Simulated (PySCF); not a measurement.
Pb₂S at several levels of theory

All levels use the PBE0 minimum (triplet; S–Pb 2.467 Å (×2); Pb–S–Pb 180.0°), basis [S def2-SVP, Pb def2-SVP with ECP60], scalar-relativistic core potentials, density fitting, no spin–orbit coupling, PySCF. For vertical energies the ionised species is a doublet (spins chosen at PBE0 and kept) and the electron-attached one a doublet. Atomisation goes to high-spin ground-configuration atoms, without zero-point energy. Open shells are unrestricted, also as the reference of the correlated levels. A dash marks a value that was not computed or is not defined at that level.

```json
{"level": "PBE0", "atomisation (kJ/mol)": "543", "vertical IP (eV)": "5.89", "vertical EA (eV)": "0.94", "−ε(HOMO) (eV)": "4.32"}
{"level": "HF", "atomisation (kJ/mol)": "192", "vertical IP (eV)": "5.06", "vertical EA (eV)": "0.81", "−ε(HOMO) (eV)": "5.65"}
{"level": "MP2", "atomisation (kJ/mol)": "–", "vertical IP (eV)": "5.74", "vertical EA (eV)": "0.72", "−ε(HOMO) (eV)": "–"}
{"level": "PBE", "atomisation (kJ/mol)": "610", "vertical IP (eV)": "5.94", "vertical EA (eV)": "0.85", "−ε(HOMO) (eV)": "3.73"}
{"level": "CCSD(T)", "atomisation (kJ/mol)": "–", "vertical IP (eV)": "5.68", "vertical EA (eV)": "0.71", "−ε(HOMO) (eV)": "–"}
{"level": "r2SCAN", "atomisation (kJ/mol)": "–", "vertical IP (eV)": "6.04", "vertical EA (eV)": "0.91", "−ε(HOMO) (eV)": "4.01"}
{"level": "B3LYP", "atomisation (kJ/mol)": "540", "vertical IP (eV)": "5.90", "vertical EA (eV)": "0.93", "−ε(HOMO) (eV)": "4.13"}
{"level": "TPSSh", "atomisation (kJ/mol)": "568", "vertical IP (eV)": "5.86", "vertical EA (eV)": "–", "−ε(HOMO) (eV)": "3.96"}
```

For Pb₂S itself CCSD(T) correlates 34 electrons; T1 = 0.027, D1 = 0.108, (T) = -48 kJ/mol.

Spin contamination in at least one species weakens the values at: PBE0, HF, MP2, CCSD(T), r2SCAN, B3LYP.

Without diffuse functions attachment energies tend to come out too low.

Spin–orbit coupling, left out here, can matter for elements this heavy.
